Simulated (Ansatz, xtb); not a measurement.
## Relaxing a trial structure of C2H5BF−

The starting geometry of this gas-phase singlet was built from a drawn formula by distance geometry and a force field; its bonds are those of `B[C@H]([CH2-])F`.

```xyz
9

C    -1.0365    0.0272   -0.6214
C    -2.4892    0.2750   -0.1605
B    -0.1203   -0.1084    0.6362
F    -1.0499   -1.1612   -1.3834
H     0.8086    0.6323    0.7435
H    -0.2385   -0.9617    1.4289
H    -0.6902    0.8218   -1.2370
H    -2.8888   -0.5398    0.3901
H    -3.1450    0.5017   -1.0327
```

Predict what becomes of its bonds when it is optimised with r2SCAN-D4/def2-SVPD.

It rearranges to `F[C@@H]1[BH2-]C1`. Contacts that close: C2–B3 (2.53 → 1.64 Å).

The energy falls by 1.90 eV over 12 steps:

```csv
step,E − E(last) (eV)
1,1.896
2,1.303
3,0.942
5,0.396
6,0.203
7,0.056
8,0.017
10,0.001
11,0.000
12,0.000
```

Final geometry (Å):

```json
{"atom": "C", "x (Å)": "-0.9189", "y (Å)": "-0.1844", "z (Å)": "-0.8997"}
{"atom": "C", "x (Å)": "-2.0712", "y (Å)": "0.1439", "z (Å)": "0.0026"}
{"atom": "B", "x (Å)": "-0.5609", "y (Å)": "0.0236", "z (Å)": "0.6295"}
{"atom": "F", "x (Å)": "-0.9776", "y (Å)": "-1.4768", "z (Å)": "-1.5304"}
{"atom": "H", "x (Å)": "0.0678", "y (Å)": "1.0400", "z (Å)": "0.9257"}
{"atom": "H", "x (Å)": "-0.3568", "y (Å)": "-0.9719", "z (Å)": "1.3157"}
{"atom": "H", "x (Å)": "-0.6704", "y (Å)": "0.5414", "z (Å)": "-1.6872"}
{"atom": "H", "x (Å)": "-2.7382", "y (Å)": "-0.7052", "z (Å)": "0.1980"}
{"atom": "H", "x (Å)": "-2.6236", "y (Å)": "1.0764", "z (Å)": "-0.1906"}
```

From the same start GFN2-xTB reaches the same bonding as this run.

No frequencies were run, so the end isn't proven a minimum. Run with Ansatz 0.2.0, 23 s on 2 threads of Arm Neoverse V2, with other jobs on the host.
